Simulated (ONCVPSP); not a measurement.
Reading a pseudo-wave (silicon)

Columns: radius, all-electron u(r) and pseudo u(r) of the 2p shell (level -95.60 eV) of silicon in the configuration [He] 2s2 2p6 3s2 3p2; LDA (Perdew-Zunger), scalar-relativistic, ONCV scheme, ONCVPSP 4.0.1.

```
r (bohr)  all-electron  pseudo
   0.060        0.2085  0.0754
   0.120        0.5666  0.2835
   0.180        0.8855  0.5750
   0.240        1.1129  0.8860
   0.300        1.2462  1.1541
   0.360        1.3026  1.3367
   0.420        1.3009  1.4155
   0.480        1.2592  1.3997
   0.540        1.1917  1.3151
   0.600        1.1090  1.1937
   0.660        1.0186  1.0635
   0.720        0.9261  0.9425
   0.780        0.8351  0.8379
   0.840        0.7480  0.7479
   0.900        0.6662  0.6661
   0.960        0.5905  0.5905
   1.020        0.5215  0.5214
   1.080        0.4589  0.4588
   1.140        0.4027  0.4027
   1.200        0.3525  0.3525
   1.260        0.3079  0.3079
   1.320        0.2685  0.2684
   1.380        0.2337  0.2337
   1.440        0.2031  0.2031
   1.500        0.1763  0.1763
   1.560        0.1528  0.1528
```

How many radial nodes do the two functions have?

The all-electron 2p function has n − l − 1 = 0; the pseudo-wave has 0.

At about which radius was the pseudo-wave matched?

0.85 bohr, where the columns begin to agree (steps of 0.06 bohr).

Is the pseudo-wave norm-conserving?

Yes: the ONCV scheme keeps the norm inside the radius equal to the all-electron one, which fixes the energy derivative of the logarithmic derivative at the level.
